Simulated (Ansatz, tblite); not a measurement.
Removing and adding an electron: In₃N₃H₁₂, a cluster cut from zinc blende InN (hydrogen-capped). Charge 0, multiplicity 1. Geometry: PBE-D4/def2-SVP. Ansatz, gas phase; energy differences of separate SCF runs; the oxidised species was run as a doublet alone; the reduced species was run as a doublet alone.

```xyz
18

In    0.035    1.327   -1.876
In    1.572   -1.670    0.151
In   -2.037   -0.368    0.998
N    -1.353    1.466   -0.111
N    -0.023   -1.134    1.645
N     1.776    0.332   -0.854
H     0.561    2.970   -2.170
H    -0.646    0.153   -2.957
H     3.033   -1.854    1.094
H     0.835   -2.735   -1.004
H    -2.782    0.239    2.461
H    -2.635   -1.479   -0.193
H    -0.990    2.160    0.559
H    -2.214    1.907   -0.472
H     0.372   -0.506    2.361
H    -0.214   -2.004    2.167
H     2.223    0.999   -0.207
H     2.487    0.198   -1.591
```

In the def2 sets In takes a core potential; there is no spin–orbit coupling. The xTB rows come from tblite.

Question: Estimate orbital energies and vertical ionisation energies and electron affinities at: GFN1-xTB; GFN2-xTB; PBE0-D4/def2-SVP; PBE0-D4/def2-TZVP.

Answer: 
```csv
level,−HOMO (eV),vertical IE (eV),−LUMO (eV),vertical EA (eV),HOMO–LUMO gap (eV),IE − EA (eV),remarks
GFN1-xTB,10.01,12.12,5.36,3.65,4.65,8.47,–
GFN2-xTB,11.15,13.07,6.31,4.27,4.83,8.81,–
PBE0-D4/def2-SVP,7.49,–,0.28,-0.86,7.21,–,HOMO above zero (-1 doublet)
PBE0-D4/def2-TZVP,7.53,9.07,0.57,–,6.97,–,–
```

Relaxing the oxidised species (PBE-D4/def2-SVP) changes its energy by -0.36 eV at PBE0-D4/def2-TZVP, so the adiabatic ionisation energy to this nearest minimum is 8.72 eV.  Run but left out: LDA (SPW92)/def2-TZVP, PBE-D4/def2-TZVP (charge +1 doublet: an occupied level 0.15 eV above an empty one); PBE-D4/def2-SVP (charge -1 doublet: an occupied level 0.02 eV above an empty one).   A HOMO above zero means that the electron is unbound at that level or that self-interaction error raises the level; the energy of removing that electron tells which. Raw xTB energy differences between charge states are shifted by several eV; the methods need an empirical correction for them. Sets without diffuse functions give affinities that are too small. A negative affinity means that the extra electron isn't bound; its size then hangs on the basis.
